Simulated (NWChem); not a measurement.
Species: CH5F2NSi; SMILES C(F)(F)[SiH2]N

```xyz
10

N     -0.6363     1.9851     0.1986
Si     0.5781     0.8188    -0.1811
C     -0.0755    -0.8853     0.4078
F     -1.2447    -1.1537    -0.2466
F      0.8131    -1.8666     0.0988
H     -0.3807     2.9518     0.3623
H     -1.5524     1.9195    -0.2317
H      0.9203     0.6363    -1.6276
H      1.8103     1.1732     0.5808
H     -0.2846    -0.9453     1.4927
```
Atoms are numbered in this order, from 1.

All runs use the structure optimised with PBE0/def2-SVP.

**Question.** Give the principal values of the shielding tensors (ppm) of N1, Si2, C3, F4, F5 from KT2/pcSseg-1, GIAO (NWChem), with their diamagnetic and paramagnetic parts as GIAO splits them.

**Answer.** 
```
atom    σ11    σ22    σ33  isotropic  diamagnetic  paramagnetic
----  -----  -----  -----  ---------  -----------  ------------
N1    230.0  260.0  297.2      262.4        318.6         -56.2
Si2   368.8  390.2  450.9      403.3        883.0        -479.7
C3     40.2   63.4   72.3       58.6        246.7        -188.1
F4    181.4  304.3  438.7      308.1        475.6        -167.4
F5    179.4  293.3  446.4      306.3        475.2        -168.9
```
